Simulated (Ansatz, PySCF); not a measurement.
Process, species as SMILES: O=Cc1cscn1 + 10 [H][H] (H2) -> 4 C (CH4) + N (NH3) + O (H2O) + S (H2S)
Structures are relaxed separately at B3LYP-D3(BJ)/def2-TZVP in Ansatz (an electronic-structure program), one conformer each, not searched for the lowest. Unstable Hartree-Fock reference: O=Cc1cscn1.
Geometry of the first species:
SMILES: O=Cc1cscn1
```xyz
10

O     -2.8774     0.0137     0.1011
C     -1.9478    -0.7570     0.0594
C     -0.5350    -0.3440     0.0147
C     -0.0907     0.9525     0.0145
S      1.6125     0.9833    -0.0449
C      1.6230    -0.7550    -0.0659
N      0.4509    -1.3013    -0.0312
H     -2.0942    -1.8530     0.0515
H     -0.6908     1.8463     0.0461
H      2.5521    -1.3046    -0.1050
```
Charge 0, spin multiplicity 1.

Property: energy of full hydrogenation (0 K, with B3LYP-D3(BJ) harmonic zero-point energies from PySCF), in kcal/mol. Correlated levels leave the core frozen unless marked. Spin-orbit coupling is left out. No relativistic terms. CBS(X,Y): correlation extrapolated as X^-3; Hartree-Fock from the larger set.

CCSD(T)/CBS(cc-pV(T+d)Z,cc-pV(Q+d)Z) (Ansatz) gives -146.3 kcal/mol.

### Question
Another calculation gave -152.2 kcal/mol. Which level was it?
A. r2SCANh/def2-TZVPD (Ansatz)
B. r2SCAN/def2-TZVPD (Ansatz)
C. PBE-QIDH/def2-TZVPD (Ansatz)
D. wB97X/def2-TZVPD (Ansatz)

### Answer
C, PBE-QIDH/def2-TZVPD (Ansatz). The others give -160.5 (wB97X), -138.7 (r2SCAN), -145.2 (r2SCANh) kcal/mol.
